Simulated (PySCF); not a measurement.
Correlation energy of Ga (gallium, neutral)

[Ar] 3d10 4s2 4p1, 2P determinant. Computed with PySCF 2.14 in aug-cc-pwCVDZ-PP with ECP10MDF, with scalar relativity through the core potential. Frozen: 3s2 3p6 3d10; 3 electrons correlated.

MP2 pair energies summed by pair of shells (mhartree):

```csv
pair,energy,share (%)
4s-4s,-18.86,60.5
4s-4p,-12.30,39.5
```

Total MP2 correlation energy: -31.16 mhartree.

Same-spin part -2.37 and opposite-spin part -28.79 mhartree; SCS-MP2 scales them by 1/3 and 6/5 to -35.34 mhartree.
